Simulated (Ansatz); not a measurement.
CH₇Si₂ (SMILES [SiH2]C[SiH3]), doublet, at a GFN2-xTB geometry; CASSCF(5,7)/6-31G run with Ansatz (a program for electronic structure).

The Ansatz input:
Ansatz 0.2 input:
```yaml
crystal:
  periodic: [false, false, false]
  atoms:
    - {symbol: Si, position_ang: [1.59905188, 0.35116851, 0.04852927]}
    - {symbol: C, position_ang: [0.10083242, -0.73188546, -0.37525187]}
    - {symbol: Si, position_ang: [-1.55326936, 0.00658810, 0.19343995]}
    - {symbol: H, position_ang: [2.87494105, -0.30030993, -0.24173678]}
    - {symbol: H, position_ang: [1.51928301, 1.68528767, -0.53662474]}
    - {symbol: H, position_ang: [0.07333663, -0.89219458, -1.45573560]}
    - {symbol: H, position_ang: [0.22951872, -1.71705749, 0.07404599]}
    - {symbol: H, position_ang: [-2.66709133, -0.86194720, -0.20243078]}
    - {symbol: H, position_ang: [-1.73960683, 1.32159409, -0.42443700]}
    - {symbol: H, position_ang: [-1.53633111, 0.14734774, 1.65086107]}
basis:
  gaussian:
    orbitals: 6-31G
hamiltonian:
  xc: hf
correlation: {active_space: {window: {electrons: 5, orbitals: 7}}}
magnetization: {spin_polarized: false, initial_magnetization: 1}
```

It wrote (shortened):

```
Functional definition: HF
631 factors; integrals over basis functions are off by at most 2.0e-4 eV
mean field evaluation 1: about -16859.5587 eV, gradient 1.9e1 eV
mean field evaluation 2: about -16859.5619 eV, gradient 1.9e1 eV
mean field evaluation 4: about -16860.8950 eV, gradient 2.1e0 eV
mean field evaluation 8: about -16860.9117 eV, gradient 6.6e-6 eV
mean field -16860.91167869 eV, -619.6270754554 hartree, gradient 1.1e-6 eV, S^2 0.750000; 0 other end points of the search recorded, 0 dependent functions left out
reference -16860.91167869 eV, -619.6270754554 hartree; 21, 20 occupied and 28, 29 virtual orbitals, 631 factors
state -16862.03068075 eV, -619.6681980227 hartree
Total energy: -16862.03068075 eV, -619.6681980227 hartree
```
